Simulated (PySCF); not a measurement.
## Bond curve of SrN

Set-up: basis Sr def2-SVPD with ECP28, N def2-SVPD; scalar-relativistic core potentials; PySCF 2.14. Energies in eV from Sr + N in their ground configurations at the same level. All curves are PBE0. state 1: ⁴Σ⁻ (quartet), unpaired electrons σ ↑, π ↑↑; state 2: Ms = 0.5 determinant of mixed spin (⟨S²⟩ near 1.8), unpaired electrons σ ↓, π ↑↑, a second solution, started from another occupation; state 3: Ms = 0.5 determinant of mixed spin (⟨S²⟩ near 1.6), unpaired electrons π ↑, a second solution, started from another occupation; state 4: ⁴Π (quartet), unpaired electrons π ↑↑↑, a second solution, started from another occupation.

```tsv
R (Å)	state 1	state 2	state 3	state 4
2.071	-0.705	-0.662	-1.076	0.9306
2.167	-1.069	-1.026	-1.235	0.5636
2.264	-1.265	-1.219	-1.272	0.3661
2.336	-1.332	-1.280	-1.239	0.2996
2.408	-1.348	-1.288	-1.167	0.2850
2.480	-1.326	-1.256	-1.066	0.3097
2.577	-1.258	-1.168	-0.901	0.3866
2.697	-1.133	-1.008	-0.666	0.5277
2.841	-0.963	-0.778	-0.368	0.7285
3.034	-0.744	-0.447	0.023	0.9965
```

Q: Put a parabola through the three lowest points of the state 1 curve and estimate Re, k and ωe (reduced mass 12.08 u; 1 eV/Å² = 0.16022 mdyn/Å; ωe = 1302.8·√(k/μ) cm⁻¹).

A: Through R = 2.336, 2.408, 2.48 Å the second-order coefficient is 3.67 eV/Å², so Re ≈ 2.402 Å, k ≈ 1.17 mdyn/Å and ωe ≈ 406 cm⁻¹. A polynomial fit of higher order to the unrounded PBE0 energies gives Re = 2.399 Å, k = 1.19 mdyn/Å, ωe = 409 cm⁻¹; anharmonicity and rounding make the difference.

The higher-order fit for each curve: state 1: Re = 2.399 Å, ωe = 409 cm⁻¹, De = 1.35 eV; state 2: Re = 2.384 Å, ωe = 436 cm⁻¹, minimum 1.29 eV below the ground-state fragments; state 3: Re = 2.250 Å, ωe = 479 cm⁻¹, minimum 1.27 eV below the ground-state fragments; state 4: Re = 2.395 Å, ωe = 421 cm⁻¹, minimum 0.284 eV above the ground-state fragments.

⟨S²⟩ of the unrestricted solution departs from its pure value on part of the curve, where spin states mix. Spin–orbit coupling is left out. Counting both spins, an empty level lies below a filled one in some of these solutions, because spin and occupation are held. The state was picked by a PBE0 search and need not be the measured ground state.
